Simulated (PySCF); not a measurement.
How methods differ on the excitation energy of Se²⁺

Se²⁺ [Ar] 3d10 4s2 4p2 (3P) → Se²⁺ [Ar] 3d10 4s1 4p3 (5S), as a difference of total energies. All numbers are calculated (PySCF 2.14, scalar relativity through the core potential, in aug-cc-pwCVDZ-PP with ECP10MDF). Correlated levels: valence and next inner shell: nothing frozen outside the core potential. The calculations carry no spin-orbit coupling.

| method | excitation energy (eV) |
| --- | --- |
| UHF | 6.351 |
| MP2 (valence and next inner shell) | 7.718 |
| SCS-MP2 (valence and next inner shell) | 8.002 |
| CCSD (valence and next inner shell) | 7.840 |
| CCSD(T) (valence and next inner shell) | 7.895 |

Problem. How much does correlation contribute at CCSD(T) (valence and next inner shell)?

Solution. 7.895 − (6.351) = 1.544 eV, measured against UHF.
